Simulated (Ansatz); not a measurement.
This geometry of C₃H₁₀SSi (15 atoms, charge 0, multiplicity 1) is a first-order saddle point.

These are results of RKS PBE0/6-31G in Ansatz, not measurements.

```xyz
15
Properties=species:S:1:pos:R:3
C -0.919 -1.128 1.595
C 0.208 -0.525 0.735
C -0.263 0.084 -0.589
Si 1.178 0.680 -1.718
S -1.507 1.502 -0.348
H -1.893 -1.007 1.110
H -0.991 -0.641 2.571
H -0.760 -2.197 1.768
H 0.947 -1.302 0.492
H 0.755 0.239 1.303
H -0.855 -0.652 -1.147
H 1.868 1.834 -1.041
H 0.661 1.121 -3.055
H 2.179 -0.431 -1.909
H -0.629 2.371 0.263
```

Task: Which two structures does it join? (They come from a converged band through this point; their orientation in space is the band's.)

Result: No bond is made or broken. The dihedral H7–C1–C2–C3 goes from -180 to -60°. The two ends are copies of one structure, up to a mirror image or an exchange of like atoms.

First end point:

```xyz
15
Properties=species:S:1:pos:R:3
C -0.923 -1.024 1.657
C 0.189 -0.386 0.826
C -0.227 -0.018 -0.601
Si 1.238 0.576 -1.698
S -1.623 1.273 -0.658
H -1.780 -0.349 1.745
H -0.569 -1.264 2.665
H -1.273 -1.953 1.192
H 1.037 -1.084 0.758
H 0.571 0.510 1.336
H -0.691 -0.885 -1.088
H 1.749 1.880 -1.144
H 0.797 0.775 -3.118
H 2.357 -0.433 -1.657
H -0.874 2.329 -0.185
```

Last end point:

```xyz
15
Properties=species:S:1:pos:R:3
C -0.896 -1.177 1.568
C 0.211 -0.532 0.737
C -0.277 0.106 -0.567
Si 1.148 0.709 -1.710
S -1.504 1.532 -0.284
H -1.390 -1.978 1.004
H -1.657 -0.441 1.844
H -0.490 -1.614 2.487
H 0.962 -1.293 0.476
H 0.738 0.224 1.337
H -0.884 -0.615 -1.129
H 1.863 1.843 -1.025
H 0.613 1.181 -3.029
H 2.134 -0.409 -1.939
H -0.593 2.412 0.260
```

Task: How far does it lie above each of them?

Result: 2.8 kcal/mol above the first and 2.8 kcal/mol above the second. This is the barrier of this one path; another mechanism may lie lower. Limits of this set-up: no polarisation functions.

Run time: 2.6 min on 1 thread of Arm Neoverse V2, on a shared host, peak memory 0.19 GiB.
